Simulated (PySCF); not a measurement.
# The second ionisation energy along the halogens

Calculated with PySCF 2.14 from differences of total energies of unrestricted determinants, without spin-orbit coupling. Values in eV. The last column holds reference values (NIST; (s) semi-empirical, (t) theoretical, else measured). Unmarked ones compare directly (S terms, centres of terms, or small fine structure); those marked * lie between the lowest fine-structure levels and include a spin-orbit shift.

| element | configurations | UHF | MP2 (valence) | SCS-MP2 (valence) | CCSD (valence) | CCSD(T) (valence) | reference |
| --- | --- | --- | --- | --- | --- | --- | --- |
| F (def2-TZVP, non-relativistic) | [He] 2s2 2p4 → [He] 2s2 2p3 | 33.409 | 34.598 | 34.692 | 34.638 | 34.659 | 34.950 |
| Cl (def2-TZVP, non-relativistic) | [Ne] 3s2 3p4 → [Ne] 3s2 3p3 | 22.582 | 23.335 | 23.413 | 23.444 | 23.473 | 23.771 |
| Br (def2-TZVP, non-relativistic) | [Ar] 3d10 4s2 4p4 → [Ar] 3d10 4s2 4p3 | 20.261 | 20.936 | 21.005 | 21.054 | 21.078 | 21.409 |
| I (def2-TZVP with the def2 core potential (28 electrons), ECP) | [Kr] 4d10 5s2 5p4 → [Kr] 4d10 5s2 5p3 | 17.688 | 18.285 | 18.344 | 18.413 | 18.435 | 18.750 |

| method | elements | mean error (eV) | mean absolute error (eV) | largest error (eV) |
| --- | --- | --- | --- | --- |
| UHF | 4 | -1.235 | 1.235 | -1.541 |
| MP2 (valence) | 4 | -0.431 | 0.431 | -0.472 |
| SCS-MP2 (valence) | 4 | -0.356 | 0.356 | -0.405 |
| CCSD (valence) | 4 | -0.332 | 0.332 | -0.354 |
| CCSD(T) (valence) | 4 | -0.308 | 0.308 | -0.330 |

Errors include the incompleteness of the basis and the frozen core.

"Valence" correlates the outer s and p shells and, in groups 3 to 12 and the f block, the outer d or f shell, open or full, or the next shell where the ion has no valence electron left; the wider scheme adds the next inner shell.
